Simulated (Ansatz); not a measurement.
Cu(PH3)H (CuPH₄), relaxed as a singlet with RKS PBE0-D4/def2-TZVP in Ansatz, starting from the GFN2-xTB geometry. Force threshold 0.02 eV/Å.

Start:

```xyz
6

Cu    1.148    1.007    0.492
P    -0.449   -0.393   -0.199
H    -1.769   -0.232    0.188
H    -0.403   -1.744    0.098
H    -0.740   -0.575   -1.539
H     2.213    1.936    0.960
```

(1) Estimate the energy that the relaxation releases and the steps that it takes.

(2) Does the start keep its bonding and symmetry?

(3) Predict the relaxed structure.

Answers

(1) 4.8 kJ/mol, in 5 steps; 6 s on 4 threads of Intel Xeon 6975P-C on a shared host. No frequencies were taken in this run, so the end may be a saddle point.

(2) By distances, no bond broke or formed. The bond that changes most is Cu1–H6, from 1.49 to 1.52 Å (atoms count from 1). Point group C3v at the start, C3v at the end, both within 0.05 Å.

(3) 
```xyz
6

Cu    1.1268    0.9871    0.4848
P    -0.4609   -0.4034   -0.1996
H    -1.7940   -0.1994    0.2160
H    -0.3729   -1.7748    0.1214
H    -0.7159   -0.5506   -1.5798
H     2.2169    1.9412    0.9572
```
Bond lengths: 1 × Cu–P 2.22 Å; 3 × H–P 1.41 Å; 1 × Cu–H 1.52 Å.
